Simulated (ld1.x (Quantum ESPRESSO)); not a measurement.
## u(r) = r·R(r): atom against pseudo-atom (F)

Columns: radius, all-electron u(r) and pseudo u(r) of the 2p shell (level -11.12 eV) of fluorine in the configuration [He] 2s2 2p5; BLYP, scalar-relativistic, PAW scheme, ld1.x (Quantum ESPRESSO) 7.5.

```json
{"r (bohr)": "0.053", "all-electron": "0.0478", "pseudo": "0.0127"}
{"r (bohr)": "0.105", "all-electron": "0.1506", "pseudo": "0.0490"}
{"r (bohr)": "0.158", "all-electron": "0.2758", "pseudo": "0.1080"}
{"r (bohr)": "0.210", "all-electron": "0.3990", "pseudo": "0.1836"}
{"r (bohr)": "0.262", "all-electron": "0.5126", "pseudo": "0.2723"}
{"r (bohr)": "0.315", "all-electron": "0.6137", "pseudo": "0.3707"}
{"r (bohr)": "0.368", "all-electron": "0.6981", "pseudo": "0.4712"}
{"r (bohr)": "0.420", "all-electron": "0.7650", "pseudo": "0.5667"}
{"r (bohr)": "0.473", "all-electron": "0.8180", "pseudo": "0.6560"}
{"r (bohr)": "0.525", "all-electron": "0.8562", "pseudo": "0.7318"}
{"r (bohr)": "0.578", "all-electron": "0.8828", "pseudo": "0.7946"}
{"r (bohr)": "0.630", "all-electron": "0.8982", "pseudo": "0.8406"}
{"r (bohr)": "0.683", "all-electron": "0.9050", "pseudo": "0.8715"}
{"r (bohr)": "0.735", "all-electron": "0.9042", "pseudo": "0.8873"}
{"r (bohr)": "0.788", "all-electron": "0.8972", "pseudo": "0.8907"}
{"r (bohr)": "0.840", "all-electron": "0.8855", "pseudo": "0.8842"}
{"r (bohr)": "0.893", "all-electron": "0.8696", "pseudo": "0.8701"}
{"r (bohr)": "0.945", "all-electron": "0.8511", "pseudo": "0.8516"}
{"r (bohr)": "0.998", "all-electron": "0.8299", "pseudo": "0.8300"}
{"r (bohr)": "1.050", "all-electron": "0.8074", "pseudo": "0.8074"}
{"r (bohr)": "1.102", "all-electron": "0.7838", "pseudo": "0.7838"}
{"r (bohr)": "1.155", "all-electron": "0.7589", "pseudo": "0.7589"}
{"r (bohr)": "1.208", "all-electron": "0.7335", "pseudo": "0.7335"}
{"r (bohr)": "1.260", "all-electron": "0.7085", "pseudo": "0.7085"}
{"r (bohr)": "1.313", "all-electron": "0.6829", "pseudo": "0.6829"}
{"r (bohr)": "1.365", "all-electron": "0.6581", "pseudo": "0.6581"}
```

Task: How many radial nodes do the two functions have?

Result: The all-electron 2p function has n − l − 1 = 0; the pseudo-wave has 0.

Task: At about which radius was the pseudo-wave matched?

Result: 1.05 bohr, where the columns begin to agree (steps of 0.05 bohr).

Task: Is the pseudo-wave norm-conserving?

Result: No, it belongs to a PAW set: the norm inside the radius is not constrained, and the difference is carried by the augmentation charge.
